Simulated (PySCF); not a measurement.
**Electron correlation in Ge²⁺ (germanium, charge +2)**

[Ar] 3d10 4s2, closed-shell 1S. All numbers are calculated (PySCF 2.14, scalar relativity by spin-free X2C-1e, in aug-cc-pVDZ-DK (6s5p3d, 36 functions)). Frozen: [Ar] 3d10; 2 electrons correlated.

Total MP2 correlation energy: -25.68 mhartree.

Same-spin part 0.00 and opposite-spin part -25.68 mhartree; SCS-MP2 scales them by 1/3 and 6/5 to -30.82 mhartree.

With two correlated electrons CCSD is exact within the correlated space (frozen core and kept virtual orbitals).

```tsv
level	correlation energy (mhartree)
CCSD	-38.04
```

Diagnostics: T1 = 0.0036, D1 = 0.0051, largest double amplitude 0.102.

Cost of the coupled-cluster step: 0.06 s of wall time on 1 thread of Neoverse-V1 (shared host), for 2 correlated electrons.

Iterations:

```
CC2 = 0
CCSD nocc = 1, nmo = 22
frozen orbitals [0, 1, 2, 3, 4, 5, 6, 7, 8, 9, 10, 11, 12, 13]
max_cycle = 100
direct = 0
conv_tol = 1e-08
conv_tol_normt = 1e-06
diis_space = 8
diis_start_cycle = 0
Init t2, MP2 energy = -2096.15316794988  E_corr(MP2) -0.0256838922164371
Init E_corr(CCSD) = -0.0256838922165198
cycle = 1  E_corr(CCSD) = -0.033566366065342  dE = -0.00788247385  norm(t1,t2) = 0.0430609
cycle = 2  E_corr(CCSD) = -0.0362866226423769  dE = -0.00272025658  norm(t1,t2) = 0.0171156
cycle = 3  E_corr(CCSD) = -0.0380557315496345  dE = -0.00176910891  norm(t1,t2) = 0.0071262
cycle = 4  E_corr(CCSD) = -0.038042825331595  dE = 1.2906218e-05  norm(t1,t2) = 0.000216151
cycle = 5  E_corr(CCSD) = -0.0380442827107494  dE = -1.45737915e-06  norm(t1,t2) = 2.04279e-05
cycle = 6  E_corr(CCSD) = -0.0380430040858568  dE = 1.27862489e-06  norm(t1,t2) = 3.94899e-06
cycle = 7  E_corr(CCSD) = -0.0380432528144671  dE = -2.4872861e-07  norm(t1,t2) = 9.28961e-07
cycle = 8  E_corr(CCSD) = -0.0380432484828445  dE = 4.33162256e-09  norm(t1,t2) = 4.47282e-08
CCSD converged
E(CCSD) = -2096.165527306148  E_corr = -0.03804324848284452
```
